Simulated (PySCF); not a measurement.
**ECD: `C[S@@+]1[SiH2]C[Si@@H]1F`, [C2H8FSSi2]+, charge +1**

Geometry:
| atom | x (Å) | y (Å) | z (Å) |
| --- | --- | --- | --- |
| C1 | 2.075 | -0.325 | 0.365 |
| S2 | 0.913 | -0.183 | -1.032 |
| Si3 | -0.928 | -1.390 | -0.299 |
| C4 | -1.686 | 0.269 | 0.317 |
| Si5 | -0.432 | 1.533 | -0.368 |
| F6 | -0.948 | 2.125 | -1.748 |
| H7 | 2.584 | -1.279 | 0.267 |
| H8 | 1.553 | -0.268 | 1.315 |
| H9 | 2.799 | 0.479 | 0.277 |
| H10 | -0.356 | -2.253 | 0.725 |
| H11 | -1.449 | -1.962 | -1.527 |
| H12 | -2.692 | 0.449 | -0.067 |
| H13 | -1.784 | 0.303 | 1.403 |
| H14 | 0.352 | 2.502 | 0.350 |

Total charge +1.

Method: TDDFT CAM-B3LYP/def2-SVPD circular dichroism and optical rotation, one conformer, gas phase in PySCF. Geometry: GFN2-xTB.

Task: Assign R or S to each stereocentre.

Result: S2 S, Si5 R.

Task: List the lowest 12 singlet excitations with oscillator and rotatory strengths.

Result: Rotatory strengths R in 10⁻⁴⁰ esu² cm², velocity form and length form (origin at the centre of mass); f in length form.
```csv
state,E (eV),λ (nm),f,R (velocity),R (length),main
1,6.44,193,0.014,-17.6,-15.5,"HOMO→LUMO+1 0.56, HOMO→LUMO 0.34"
2,6.56,189,0.016,-5.8,-4.3,"HOMO→LUMO 0.56, HOMO→LUMO+1 0.37"
3,6.93,179,0.005,+0.6,+1.2,HOMO−1→LUMO 0.88
4,7.27,171,0.0008,+22.7,+20.3,"HOMO→LUMO+2 0.60, HOMO−1→LUMO+1 0.22"
5,7.42,167,0.024,+22.1,+19.9,"HOMO−1→LUMO+1 0.62, HOMO→LUMO+2 0.26"
6,7.61,163,0.018,-28.4,-27.0,"HOMO−2→LUMO+1 0.74, HOMO−2→LUMO 0.09"
7,7.85,158,0.106,-60.0,-59.5,"HOMO−2→LUMO 0.62, HOMO−3→LUMO 0.12"
8,8.00,155,0.003,-3.1,-3.0,HOMO→LUMO+3 0.83
9,8.03,154,0.037,+69.6,+68.8,"HOMO−3→LUMO 0.69, HOMO−2→LUMO 0.11"
10,8.26,150,0.063,-10.0,-9.3,HOMO−1→LUMO+2 0.71
11,8.58,144,0.055,+31.6,+31.1,HOMO−2→LUMO+2 0.62
12,8.72,142,0.002,+5.9,+5.1,HOMO−1→LUMO+3 0.71
```

Among the states computed, the strongest CD band (largest |R|) is state 9. The largest dissymmetry factor in size, g = 4R/(D+G), with D and G the electric and magnetic dipole strengths, is +0.23 for state 4 (velocity form, f = 0.001), among bands with |R| over 0.5. The mirror image has the same energies and oscillator strengths and all R with the opposite sign.
